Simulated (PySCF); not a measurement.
F$_{4}$Sn, triplet (typed; the unrestricted solution is spin-contaminated), geometry from GFN2-xTB (such geometries of metal compounds can be far from the true shape) (a higher spin typed on purpose: for a closed-shell molecule this is an excited state) (core potentials on Sn); DF-HF/def2-SV(P) run with PySCF.

Here is a job for PySCF.
```python
from pyscf import gto, scf

mol = gto.M(
    atom='''
F    -1.15511233   -1.80114488   -0.88430055
Sn   -0.00000000   -0.00000000    0.00000000
F    -1.38281791    1.85637017    0.04581776
F     0.68579348   -0.50481025    2.15296278
F     1.85213675    0.44958497   -1.31447998
''',
    basis='def2-sv(p)',
    ecp={'Sn': 'def2-sv(p)'},
    spin=2,
    verbose=5,
)

mf = scf.UHF(mol)
mf = mf.density_fit(auxbasis='def2-universal-jkfit')
mf.kernel()
mf.analyze()
```

What the program printed (banner, timings and long lists left out):

```
PySCF version 2.14.0

[INPUT] verbose = 5
[INPUT] max_memory = 4000
[INPUT] num. atoms = 5
[INPUT] num. electrons = 58
[INPUT] charge = 0
[INPUT] spin (= nelec alpha-beta = 2S) = 2
[INPUT] symmetry False subgroup None
[INPUT] Mole.unit = angstrom
[INPUT] Symbol           X                Y                Z      unit          X                Y                Z       unit  Magmom
[...]
[INPUT] ---------------- BASIS SET ----------------
[INPUT] l, kappa, [nprim/nctr], expnt,             c_1 c_2 ...
[INPUT] Sn
[...]
                                1.3672524155      0.22980877714
[...]
                                23.661818008      -0.1677606503
                                19.946281315      0.33989090393
                                6.8240270454      -0.84441791529
                                1.8771488722      0.92646952846
                                0.82033199226     0.5309109449
[...]
                                8.8171842499      -0.32351709661
                                1.2347028371      0.83846760898
                                0.57869142617     0.2329497705
[...]
                                20.852179275      -0.0068210073667
                                3.6907832774      0.27938420495
                                1.584940453       0.52607409874
                                0.62772693365     0.36149465348
[...]
[INPUT] F
[...]
                                435.4193912       -0.039904258866
                                98.843328866      -0.17912768038
                                27.485198001      -0.46758090825
                                8.5405498171      -0.4465313102
[...]
                                4.9872339257      -0.23754317067
                                1.3491613954      -0.51287353587
[...]
nuclear repulsion = 249.043390872095
number of shells = 34
number of NR pGTOs = 157
number of NR cGTOs = 82
basis = def2-sv(p)
ecp = {'Sn': 'def2-sv(p)'}

******** <class 'pyscf.df.df_jk.DFUHF'> ********
method = DFUHF
initial guess = minao
damping factor = 0
level_shift factor = 0
DIIS = <class 'pyscf.scf.diis.CDIIS'>
diis_start_cycle = 1
diis_space = 8
diis_damp = 0
SCF conv_tol = 1e-09
SCF conv_tol_grad = None
SCF max_cycles = 50
direct_scf = False
number electrons alpha = 30  beta = 28
Set gradient conv threshold to 3.16228e-05
Density of valence part of ANO basis will be used as initial guess for Sn
******** <class 'pyscf.df.df.DF'> ********
auxbasis = def2-universal-jkfit
num shells = 146, num cGTOs = 526
size of aux basis 526
int3c2e [1/1], AO [0:34], nrow = 3403
E1 = -1365.1482071986866  E2 = 529.9132990670287  Ecoul = 582.5301597612115  Exc = -52.61686069418283
init E= -586.191517259563
cond(S) = 42.29209280866246

  alpha mo_energy =
[-2.67826527e+01 -2.67826527e+01 -2.67826527e+01 -2.67826434e+01
 -7.39653673e+00 -5.56616443e+00 -5.56616443e+00 -5.56616443e+00
 -2.77341207e+00 -2.77341207e+00 -2.77341207e+00 -2.77096704e+00
 -2.77096704e+00 -1.98344307e+00 -1.95897823e+00 -1.95897823e+00
 -1.95897823e+00 -1.29928879e+00 -1.03450048e+00 -1.03450048e+00
 -1.03450048e+00 -9.74819304e-01 -9.74819304e-01 -9.74819304e-01
 -9.73399024e-01 -9.73399024e-01 -9.65933569e-01 -9.65933569e-01
 -9.65933568e-01 -8.76882175e-01 -5.65296353e-01 -5.65296353e-01
 -5.65296352e-01 -1.50799201e-01 -7.28730544e-02 -7.28730543e-02
 -7.28730542e-02 -6.44838317e-02 -6.44838317e-02  4.28715653e-02
  4.28715658e-02  4.28715664e-02  1.03198173e+00  1.03198173e+00
  1.03198173e+00  1.06536830e+00  1.06536830e+00  1.06536830e+00
  1.08621514e+00  1.13812729e+00  1.13812729e+00  1.15519038e+00
  1.15519038e+00  1.15519038e+00  1.22265552e+00  1.38950574e+00
  1.38950574e+00  1.38950574e+00  3.00906899e+00  3.00906899e+00
  3.00906899e+00  3.01642904e+00  3.01960785e+00  3.01960785e+00
  3.01960785e+00  3.02463998e+00  3.02463998e+00  3.02518981e+00
  3.02518981e+00  3.02518981e+00  3.02520722e+00  3.02520722e+00
  3.02520722e+00  3.04453576e+00  3.04453576e+00  3.07685479e+00
  3.07685479e+00  3.07685479e+00  1.34225667e+01  1.34225668e+01
  1.34225668e+01  4.96009689e+01]
  beta  mo_energy =
[-2.67826527e+01 -2.67826527e+01 -2.67826527e+01 -2.67826434e+01
 -7.39653673e+00 -5.56616443e+00 -5.56616443e+00 -5.56616443e+00
 -2.77341207e+00 -2.77341207e+00 -2.77341207e+00 -2.77096704e+00
 -2.77096704e+00 -1.98344307e+00 -1.95897823e+00 -1.95897823e+00
 -1.95897823e+00 -1.29928879e+00 -1.03450048e+00 -1.03450048e+00
 -1.03450048e+00 -9.74819304e-01 -9.74819304e-01 -9.74819304e-01
 -9.73399024e-01 -9.73399024e-01 -9.65933569e-01 -9.65933569e-01
 -9.65933568e-01 -8.76882175e-01 -5.65296353e-01 -5.65296353e-01
 -5.65296352e-01 -1.50799201e-01 -7.28730544e-02 -7.28730543e-02
 -7.28730542e-02 -6.44838317e-02 -6.44838317e-02  4.28715653e-02
  4.28715658e-02  4.28715664e-02  1.03198173e+00  1.03198173e+00
  1.03198173e+00  1.06536830e+00  1.06536830e+00  1.06536830e+00
  1.08621514e+00  1.13812729e+00  1.13812729e+00  1.15519038e+00
  1.15519038e+00  1.15519038e+00  1.22265552e+00  1.38950574e+00
  1.38950574e+00  1.38950574e+00  3.00906899e+00  3.00906899e+00
  3.00906899e+00  3.01642904e+00  3.01960785e+00  3.01960785e+00
  3.01960785e+00  3.02463998e+00  3.02463998e+00  3.02518981e+00
  3.02518981e+00  3.02518981e+00  3.02520722e+00  3.02520722e+00
  3.02520722e+00  3.04453576e+00  3.04453576e+00  3.07685479e+00
  3.07685479e+00  3.07685479e+00  1.34225667e+01  1.34225668e+01
  1.34225668e+01  4.96009689e+01]
multiplicity <S^2> = 2  2S+1 = 3
E1 = -1436.5999472501517  E2 = 577.4251314149  Ecoul = 634.9812399019177  Exc = -57.556108487017696
cycle= 1 E= -610.131424963157  delta_E= -23.9  |g|= 0.917  |ddm|=  4.3
  alpha mo_energy =
[-26.3901754  -26.3817205  -26.24524406 -26.02425799  -5.64748982
  -3.85263166  -3.85197465  -3.85039845  -1.61606424  -1.61045482
  -1.52052778  -1.37622607  -1.15501235  -1.15427346  -1.15160669
  -1.15125844  -1.15072644  -0.75556609  -0.75229923  -0.74765973
  -0.72401639  -0.72083885  -0.71528402  -0.65501978  -0.65318435
[...]
SCF not converged.
Total Energy =                        -610.516298401160157
[...]
4 F 3dx2-y2      0.18223   0.49735  -0.25648   0.00056   0.00891
               #81       #82
0 F 1s          -0.00027   0.00002
0 F 2s           0.00073   0.00420
0 F 3s          -0.00443  -0.00315
0 F 2px          0.00483  -0.00135
0 F 2py          0.00771  -0.00210
0 F 2pz          0.00529  -0.00103
0 F 3px         -0.00578   0.00597
0 F 3py         -0.00939   0.00932
0 F 3pz         -0.00332   0.00457
0 F 3dxy        -0.00468   0.00345
0 F 3dyz         0.00244   0.00264
0 F 3dz^2        0.00540  -0.00144
0 F 3dxz         0.00188   0.00170
0 F 3dx2-y2      0.00149  -0.00159
1 Sn 4s         -0.00000  -0.32109
1 Sn 5s          0.00001   0.09957
1 Sn 6s         -0.00001   0.52282
1 Sn 7s         -0.00000   0.78283
1 Sn 4px        -0.91316  -0.00002
1 Sn 4py         0.22349  -0.00003
1 Sn 4pz        -0.21728   0.00000
1 Sn 5px        -0.11264  -0.00002
1 Sn 5py         0.11102  -0.00006
1 Sn 5pz        -0.10792   0.00000
1 Sn 6px         0.03003   0.00001
1 Sn 6py        -0.03683   0.00002
1 Sn 6pz         0.03444  -0.00000
1 Sn 7px         0.04130   0.00000
1 Sn 7py         0.03759  -0.00003
1 Sn 7pz        -0.03661   0.00000
1 Sn 4dxy        0.00003   0.00001
1 Sn 4dyz       -0.00019  -0.00002
1 Sn 4dz^2       0.00029  -0.00001
1 Sn 4dxz        0.00010  -0.00001
1 Sn 4dx2-y2     0.00008  -0.00001
1 Sn 5dxy        0.01058   0.00000
1 Sn 5dyz        0.04001   0.00001
1 Sn 5dz^2      -0.05531  -0.00000
1 Sn 5dxz       -0.01948   0.00001
1 Sn 5dx2-y2     0.01385  -0.00000
2 F 1s          -0.00000   0.00002
2 F 2s           0.00008   0.00420
2 F 3s           0.00069  -0.00315
2 F 2px         -0.00006  -0.00161
2 F 2py         -0.00061   0.00217
2 F 2pz          0.00136   0.00005
2 F 3px         -0.00039   0.00715
2 F 3py          0.00032  -0.00960
2 F 3pz          0.00148  -0.00024
2 F 3dxy         0.00091  -0.00426
2 F 3dyz        -0.00537   0.00014
2 F 3dz^2        0.00044  -0.00257
2 F 3dxz         0.00444  -0.00011
2 F 3dx2-y2     -0.00212  -0.00127
3 F 1s           0.00111   0.00002
3 F 2s          -0.00491   0.00420
3 F 3s           0.02374  -0.00314
3 F 2px          0.01412   0.00081
3 F 2py         -0.01089  -0.00059
3 F 2pz          0.04658   0.00252
3 F 3px         -0.02441  -0.00356
3 F 3py          0.01796   0.00262
3 F 3pz         -0.07555  -0.01116
3 F 3dxy        -0.00468  -0.00058
3 F 3dyz        -0.01175  -0.00181
3 F 3dz^2        0.02622   0.00410
3 F 3dxz         0.01970   0.00246
3 F 3dx2-y2      0.00207   0.00018
4 F 1s          -0.00084   0.00002
4 F 2s           0.00411   0.00420
4 F 3s          -0.01999  -0.00314
4 F 2px         -0.03066   0.00217
4 F 2py         -0.00766   0.00053
4 F 2pz          0.02290  -0.00154
4 F 3px          0.05623  -0.00960
4 F 3py          0.01325  -0.00233
4 F 3pz         -0.03847   0.00681
4 F 3dxy        -0.00843   0.00138
4 F 3dyz         0.00471  -0.00098
4 F 3dz^2        0.00436  -0.00009
4 F 3dxz         0.02318  -0.00405
4 F 3dx2-y2     -0.01840   0.00268

spin_pop of  0 F 1s       -0.00000
spin_pop of  0 F 2s        0.00491
spin_pop of  0 F 3s       -0.00212
spin_pop of  0 F 2px       0.39853
spin_pop of  0 F 2py       0.12384
spin_pop of  0 F 2pz       0.05188
spin_pop of  0 F 3px      -0.00416
spin_pop of  0 F 3py      -0.00290
spin_pop of  0 F 3pz      -0.00121
spin_pop of  0 F 3dxy     -0.00007
spin_pop of  0 F 3dyz     -0.00002
spin_pop of  0 F 3dz^2     0.00000
spin_pop of  0 F 3dxz     -0.00000
spin_pop of  0 F 3dx2-y2   -0.00002
spin_pop of  1 Sn 4s        0.00044
spin_pop of  1 Sn 5s        0.33091
spin_pop of  1 Sn 6s        0.00954
spin_pop of  1 Sn 7s       -0.00019
spin_pop of  1 Sn 4px       0.00135
spin_pop of  1 Sn 4py       0.00011
spin_pop of  1 Sn 4pz      -0.00017
spin_pop of  1 Sn 5px      -0.01401
spin_pop of  1 Sn 5py       0.00032
spin_pop of  1 Sn 5pz       0.00024
spin_pop of  1 Sn 6px      -0.01970
spin_pop of  1 Sn 6py      -0.02937
spin_pop of  1 Sn 6pz      -0.01900
spin_pop of  1 Sn 7px      -0.09485
spin_pop of  1 Sn 7py      -0.00833
spin_pop of  1 Sn 7pz      -0.00218
spin_pop of  1 Sn 4dxy     -0.00134
spin_pop of  1 Sn 4dyz     -0.00068
spin_pop of  1 Sn 4dz^2    -0.00058
spin_pop of  1 Sn 4dxz     -0.00676
spin_pop of  1 Sn 4dx2-y2    0.00006
spin_pop of  1 Sn 5dxy     -0.00098
spin_pop of  1 Sn 5dyz     -0.00150
spin_pop of  1 Sn 5dz^2    -0.00107
spin_pop of  1 Sn 5dxz     -0.00512
spin_pop of  1 Sn 5dx2-y2   -0.00157
spin_pop of  2 F 1s       -0.00000
spin_pop of  2 F 2s        0.00469
spin_pop of  2 F 3s       -0.00201
spin_pop of  2 F 2px       0.47300
spin_pop of  2 F 2py       0.05466
spin_pop of  2 F 2pz       0.05993
spin_pop of  2 F 3px      -0.00540
spin_pop of  2 F 3py      -0.00204
spin_pop of  2 F 3pz      -0.00108
spin_pop of  2 F 3dxy     -0.00008
spin_pop of  2 F 3dyz      0.00000
spin_pop of  2 F 3dz^2    -0.00000
spin_pop of  2 F 3dxz     -0.00001
spin_pop of  2 F 3dx2-y2   -0.00004
spin_pop of  3 F 1s       -0.00000
spin_pop of  3 F 2s        0.00363
spin_pop of  3 F 3s       -0.00236
spin_pop of  3 F 2px       0.05573
spin_pop of  3 F 2py       0.01654
spin_pop of  3 F 2pz       0.28702
spin_pop of  3 F 3px      -0.00238
spin_pop of  3 F 3py      -0.00098
spin_pop of  3 F 3pz      -0.00849
spin_pop of  3 F 3dxy     -0.00000
spin_pop of  3 F 3dyz     -0.00001
spin_pop of  3 F 3dz^2    -0.00015
spin_pop of  3 F 3dxz     -0.00009
spin_pop of  3 F 3dx2-y2    0.00000
spin_pop of  4 F 1s       -0.00000
spin_pop of  4 F 2s        0.00357
spin_pop of  4 F 3s       -0.00255
spin_pop of  4 F 2px       0.27581
spin_pop of  4 F 2py       0.01290
spin_pop of  4 F 2pz       0.08807
spin_pop of  4 F 3px      -0.00828
spin_pop of  4 F 3py      -0.00087
spin_pop of  4 F 3pz      -0.00271
spin_pop of  4 F 3dxy     -0.00000
spin_pop of  4 F 3dyz      0.00000
spin_pop of  4 F 3dz^2     0.00001
spin_pop of  4 F 3dxz     -0.00015
spin_pop of  4 F 3dx2-y2   -0.00010
In total            30.00000 | 28.00000
Dipole moment(X, Y, Z, Debye): -2.02947,  0.09954, -0.75641
```

The run did not converge; its last values are not results.
